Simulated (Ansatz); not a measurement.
Calculated with Ansatz (gas phase, PBE0-D4/def2-TZVP geometries, no zero-point term in ΔE). CCSD(T)/CBS adds triple-zeta CCSD(T) − MP2 to the extrapolated MP2 energy (def2 sets, frozen cores). This one scheme is used for every species. DFT in def2-TZVPP. B3LYP here is the variant with VWN-RPA as its local correlation; programs differ in this. def2 core potentials past Kr. For Te outer-core shells are correlated without core-valence functions, which leaves a few kJ/mol of doubt a bond.

Consider the hydrogenolysis of a C–F bond: `FC1N=C1[TeH]` + H₂ → `[TeH]C1=NC1` + H–F.

`FC1N=C1[TeH]`:

Cartesian coordinates in Å:
```
F -1.010 -1.583 0.670
C -0.441 -0.368 0.888
N -1.208 0.800 0.471
C -0.189 0.494 -0.221
Te 0.796 1.094 -1.923
H 0.100 -0.363 1.829
H 1.952 -0.073 -1.715
```

H₂:

Cartesian coordinates in Å:
```
H -0.332 -0.143 0.092
H 0.332 0.143 -0.092
```

`[TeH]C1=NC1`:

Cartesian coordinates in Å:
```
Te 0.448 -2.027 1.046
C -0.392 -0.393 0.113
N -1.507 0.010 -0.286
C -0.306 0.918 -0.493
H 1.953 -1.338 0.999
H 0.056 1.026 -1.511
H -0.251 1.805 0.132
```

H–F:

```xyz
2

F    -0.083   -0.255   -0.374
H     0.083    0.255    0.374
```

```csv
level,ΔE (kJ/mol)
r2SCAN0-D4,-65.7
PBE0,-68.2
B3LYP,-66.0
HF/def2-QZVPP,-73.4
```

**Question.** What does CCSD(T)/CBS give? (Best estimate.)

**Answer.** Ansatz gave: -79.2 kJ/mol. The listed levels differ from it by 13.5, 11.0, 13.2, 5.8 kJ/mol.

Largest T1 diagnostic among the species: 0.013.

From BLYP to BHLYP (50 % exact exchange), in def2-TZVPP and without D4, ΔE moves by −9.6 kJ/mol. Leaving LDA and LC-ωPBE aside and taking each functional with its dispersion term where it has one, the values, not all of them listed here, spread over 16.5 kJ/mol, from PBE-QIDH to BLYP-D4. LDA lies +6.0 kJ/mol from PBE without D4. At CCSD(T), def2-SVP lies +16.3 kJ/mol from the extrapolated value and def2-TZVPP +3.1 kJ/mol.
